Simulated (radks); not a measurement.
Values are calculated unless marked as measured or tabulated.
Q: Ionisation of the chlorine ion Cl2+, [Ne] 3s2 3p3, to Cl3+, [Ne] 3s2 3p2, under several functionals. Non-relativistic Kohn-Sham, spin-polarised, spherical densities, point nucleus; open shells are filled with parallel spins first; a radial shooting solver on a logarithmic mesh with Libxc functionals. The NIST Atomic Spectra Database gives 39.8 eV (semi-empirical). Rank these functionals by the error of their Delta-SCF ionisation energy: BP86; BLYP; XLYP; PW91; exchange-only B88; Tao-Mo meta-GGA; r2SCAN; PBEsol.

A: From best to worst: PW91 39.712 eV (-0.088); Tao-Mo meta-GGA 39.711 eV (-0.089); BP86 39.662 eV (-0.138); PBEsol 39.571 eV (-0.229); r2SCAN 40.208 eV (+0.408); XLYP 39.391 eV (-0.409); BLYP 39.359 eV (-0.441); exchange-only B88 38.834 eV (-0.966). Open shells are spherical and high-spin; term and fine-structure splittings are not resolved.
